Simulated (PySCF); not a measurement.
C6H7F2O (doublet state).
Z-matrix (Å and degrees, GFN2-xTB geometry), rows numbered from 1:
```
F 
C   1  1.3372
F   2  1.3600  1  106.24
O   2  1.3488  1  108.31  3   120.39
C   4  1.4155  2  115.38  1   170.20
C   5  1.5390  4  126.32  2    74.74
C   6  1.5346  5   69.73  4   176.84
C   7  1.5359  6   90.63  5    45.43
C   5  1.5316  4  121.95  2  -167.07
H   2  1.1079  1  108.76  3  -114.64
H   6  1.0840  5  116.81  4    65.64
H   6  1.0849  5  117.10  4   -71.72
H   8  1.0851  5  117.08  4   -65.84
H   8  1.0858  5  117.53  4    72.71
H   9  1.0837  5  116.71  4   -68.48
H   9  1.0842  5  116.80  4    68.65
```

The hyperfine couplings belong to this conformer and change with its torsions.

As a line formula: `FC(F)OC12C[C](C1)C2` [radical].

The calculation used UKS B3LYP, pcH-1 on C F H O, non-relativistic, mean-field spin-orbit, GIAO (PySCF). The structure is a single GFN2-xTB conformer in the gas phase; no vibrational or solvent corrections. Couplings are sensitive to structure, and on GFN2-xTB geometries they can be far from those on DFT ones. No stability test was run, so a lower SCF solution isn't excluded.

(1) Match the computed a_iso(13C) values +400.7, +195.8, +10.6, -1.3 MHz (means over equivalent nuclei) with the sites C2; C5; C6/C8/C9; C7.

## Answers

(1) 
```json
{"site": "C2", "a_iso (MHz)": "-1.3", "ρ(0) (bohr⁻³)": "-0.0011", "position": "4 bonds from C7", "distance from C7 (Å)": "3.97", "spin population": "0.00", "largest |T| (MHz)": "1.4"}
{"site": "C5", "a_iso (MHz)": "+195.8", "ρ(0) (bohr⁻³)": "+0.1741", "position": "2 bonds from C7", "distance from C7 (Å)": "1.76", "spin population": "+0.07", "largest |T| (MHz)": "1.8"}
{"site": "C6/C8/C9", "a_iso (MHz)": "+10.6", "ρ(0) (bohr⁻³)": "+0.0094", "position": "1 bond from C7", "distance from C7 (Å)": "1.54", "spin population": "+0.01", "largest |T| (MHz)": "11.2"}
{"site": "C7", "a_iso (MHz)": "+400.7", "ρ(0) (bohr⁻³)": "+0.3564", "position": "largest spin population", "distance from C7 (Å)": "0.00", "spin population": "+0.83", "largest |T| (MHz)": "130.2"}
```

ρ(0) is the spin density at the nucleus and T the dipolar tensor; entries for several nuclei are means. The Mulliken spin populations are largest on C7 (+0.83) and C5 (+0.07). C7 is the only atom above +0.15. The angles at C7 add up to 271.7°, so it is pyramidal.

The spin density at the nucleus, in bohr⁻³, is negative for C2 (-0.0011), for instance. A restricted open-shell determinant has no negative spin density anywhere; here it arises because α and β orbitals differ (spin polarisation).

Nuclei that the bonding pattern makes equivalent are averaged, as if the motion that swaps them (rotation, inversion, ring flip) were fast. The 19F value of +9.4 MHz is a mean of couplings from -0.3 to 19.0 MHz in this one geometry, not an average over conformers.
